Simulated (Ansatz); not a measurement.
Cost against result

The pair of C2H4 (SMILES C=C, atoms 1–6) and AsH3 (SMILES [AsH3], atoms 7–10), both closed shells, in one local arrangement (a lower one may exist), relaxed at PBE0-D4/def2-TZVP:

```xyz
10
angstrom
C 0.3639 0.4641 -1.5700
C -0.4938 -0.5392 -1.4708
H 0.0319 1.4963 -1.6005
H 1.4340 0.2954 -1.6242
H -0.1625 -1.5715 -1.4401
H -1.5639 -0.3714 -1.4161
As -0.2944 -0.4005 2.0875
H 1.1799 -0.3470 1.7213
H -0.4913 1.0707 1.7597
H -0.0037 -0.0969 3.5534
```

Interaction energies are counterpoise-corrected; the time is that of the whole pair.

Computed with Ansatz 0.2.0 (basis: as named in each row); correlated methods freeze the cores. Filled d shells of the heavier atoms are correlated. The def2 sets are not built for correlating such inner shells, so the correlated values are less sure here. B3LYP uses VWN-RPA correlation. Extrapolation: Hartree–Fock as exp(−7.88 √X), correlation as X^−2.97.

Times are rough, for one single point on 4 threads of a shared host (AMD EPYC 9R45).

The estimate by CCSD(T) at an estimated basis limit (MP2 extrapolated from triple and quadruple zeta, plus CCSD(T) − MP2 in triple zeta) is -5.6 kJ/mol.

```
   method        basis  time (s)  interaction energy (kJ/mol)  method less estimate
       HF       STO-3G   under 1                          4.4                  10.1
   PBE-D4       STO-3G   under 1                         -3.3                   2.4
    SPW92     def2-SVP   under 1                         -8.7                  -3.1
   PBE-D4     def2-SVP   under 1                         -7.1                  -1.5
 B3LYP-D4        6-31G   under 1                         -6.2                  -0.6
  PBE0-D4     def2-SVP   under 1                         -6.9                  -1.2
revPBE-D4  def2-TZVPPD   under 1                         -7.1                  -1.4
   PBE-D4  def2-TZVPPD   under 1                         -7.3                  -1.7
  BLYP-D4  def2-TZVPPD         1                         -6.5                  -0.8
  PBE0-D4  def2-TZVPPD         1                         -6.8                  -1.2
 B3LYP-D4  def2-TZVPPD         1                         -6.6                  -1.0
 HSE06-D4  def2-TZVPPD         1                         -6.8                  -1.1
  wB97M-V     def2-SVP         2                         -5.5                   0.2
r2SCAN-D4  def2-TZVPPD         2                         -5.7                  -0.1
  CCSD(T)     def2-SVP         2                         -0.6                   5.0
   B2PLYP  def2-TZVPPD         2                         -1.0                   4.6
   B97M-V  def2-TZVPPD         3                         -5.9                  -0.3
  wB97X-V  def2-TZVPPD         3                         -5.5                   0.1
  wB97M-V  def2-TZVPPD         3                         -5.8                  -0.1
      MP2  def2-QZVPPD        12                         -6.5                  -0.8
  CCSD(T)  def2-TZVPPD        54                         -4.4                   1.2
```

The T1 diagnostic stays at or below 0.012.
